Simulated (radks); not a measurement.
Task: The table gives one normalised radial function P(r) = r R(r) of Pt7+ in [Xe] 4f14 5d1 6s2 (r in bohr). Calculated with a radial shooting solver on a logarithmic mesh with Libxc functionals: scalar-relativistic Kohn-Sham, r2SCAN, spin-unpolarised, spherical densities, finite nucleus; meta-GGA in the generalised Kohn-Sham scheme; Fermi nuclear charge, rms radius 5.427 fm.

r,P
0.003207,0.0163
0.004312,0.0264
0.005797,0.0421
0.007732,0.0653
0.0104,0.1000
0.01398,0.1478
0.01864,0.2054
0.02506,0.2665
0.03369,0.3053
0.04494,0.2832
0.06042,0.1550
0.08059,-0.0789
0.1083,-0.3420
0.1457,-0.4236
0.1943,-0.1564
0.2612,0.3604
0.3512,0.6392
0.4684,0.2837
0.6298,-0.5232
0.8467,-1.1133
1.129,-1.0696
1.518,-0.6036
2.025,-0.2057
2.723,-0.0371
3.66,-0.0031
4.882,-0.0001
6.564,0.0000

Which n and l does it have? It may be an empty orbital.

Result: n = 5, l = 1: the number of nodes gives n - l - 1 = 3, the rise at small r (about r^(l+1), flatter next to the nucleus through relativity) gives l, and the extent must fit the shell. The curve is that of 5p. 5p: eigenvalue -167.02 eV, 3 radial nodes at r = 0.0739, 0.214, 0.524 bohr, <r> = 1.04 bohr, 90 % of the charge inside 1.49 bohr.
